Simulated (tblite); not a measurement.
Compound: C3H12Al2O2.
Atom-mapped SMILES: `[CH3:1][O+:2]1[AlH2-:3][O+:4]([CH3:5])[AlH-:6]1[CH3:7]` (hydrogens: H8, H9, H10 on C1; H11, H12 on Al3; H13, H14, H15 on C5; H16 on Al6; H17, H18, H19 on C7)

Cartesian coordinates in Å at the GFN2-xTB level; atoms count from 1:
```xyz
19
C3H12Al2O2 angstrom
C     -1.7663    1.9886   -0.4361
O     -0.6324    1.1806   -0.1819
Al     0.9809    1.4737    0.6212
O      1.3156   -0.2431    0.1040
C      2.4001   -1.1393    0.2601
Al    -0.3189   -0.5668   -0.7229
C     -1.4223   -1.9446    0.1888
H     -2.2898    1.6140   -1.3186
H     -2.4464    1.9662    0.4171
H     -1.4542    3.0190   -0.6135
H      0.8210    1.5332    2.1575
H      1.8151    2.4865   -0.1941
H      3.2394   -0.8265   -0.3624
H      2.0869   -2.1417   -0.0408
H      2.7224   -1.1598    1.3024
H     -0.0629   -0.4796   -2.2412
H     -1.1960   -2.9327   -0.2226
H     -2.4894   -1.7907   -0.0003
H     -1.3129   -2.0276    1.2759
```

Computed values, GFN2-xTB/tblite, gas phase, harmonic and unscaled. The method is semi-empirical: single wavenumbers can be off by several per cent or more. Modes of hydrogen on aluminium can be 10 to 20 % off. The optimisation stopped once no atom felt more than 0.01 eV/Å.

Lowest wavenumbers of the output (negative numbers stand for imaginary wavenumbers):
```
mode    cm-1
  1     -40.1
  2     -24.0
  3      47.3
  4      60.9
  5      77.6
  6     110.2
  7     120.5
  8     148.0
```

Question: Is this structure a minimum?

Answer: Not by this Hessian. 2 modes are imaginary beyond 20i (40i and 24i cm⁻¹), so at this level the point lies at or near a saddle of order 2. The curvature is small, so loose convergence or finite differences may be the whole cause.

Question: Which atoms move in the imaginary modes?

Answer: 40i: H14 (methyl hydrogen) 37 %, H15 (methyl hydrogen) 29 %, H13 (methyl hydrogen) 22 %; 24i: H17 (methyl hydrogen) 33 %, H19 (methyl hydrogen) 33 %, H18 (methyl hydrogen) 29 %. These are shares of the mass-weighted motion.

Question: What is the remedy?

Answer: Step along such a mode in both directions, optimise again with tighter thresholds and repeat the frequencies. The zero-point energy of this point (85.5 kcal/mol) counts the 49 real modes alone, and thermal corrections from it aren't those of a minimum.
